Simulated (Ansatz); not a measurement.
`CC1([SiH3])C[SiH2]1`, relaxed with RKS PBE0-D4/def2-TZVP in the Gaussian-basis code of Ansatz from a PBE-D4/def2-SVP geometry. The force threshold is 0.005 eV/Å; the program also tests the step.

Total charge 0; spin multiplicity 1.

Start:

```xyz
15

C     1.475    0.656   -0.410
C     0.110    0.082   -0.033
Si   -0.457    0.454    1.723
C    -0.987    0.119   -1.134
Si   -0.394   -1.610   -0.720
H     1.451    1.768   -0.418
H     2.265    0.340    0.302
H     1.795    0.330   -1.423
H     0.548   -0.060    2.721
H    -1.788   -0.206    1.977
H    -0.624    1.941    1.943
H    -2.007    0.429   -0.846
H    -0.673    0.556   -2.099
H    -1.263   -2.520    0.086
H     0.548   -2.280   -1.668
```

```csv
step,energy (eV),largest force (eV/Å),largest move (Å)
1,-19019.4341,0.518,0.000
2,-19019.4911,0.368,0.029
3,-19019.4996,0.068,0.019
4,-19019.4999,0.038,0.007
5,-19019.5001,0.011,0.006
6,-19019.5001,0.007,0.008
7,-19019.5002,0.004,0.006
```

End:

```xyz
15

C     1.464    0.641   -0.408
C     0.116    0.063   -0.019
Si   -0.454    0.451    1.704
C    -0.979    0.116   -1.117
Si   -0.389   -1.584   -0.717
H     1.433    1.737   -0.418
H     2.249    0.334    0.288
H     1.769    0.317   -1.408
H     0.533   -0.035    2.706
H    -1.766   -0.206    1.957
H    -0.628    1.920    1.897
H    -1.977    0.425   -0.818
H    -0.668    0.569   -2.055
H    -1.247   -2.501    0.063
H     0.544   -2.247   -1.653
```

Run time 30 s (4 threads of an AMD EPYC 7B13 on a shared host); peak host memory 0.74 GiB.
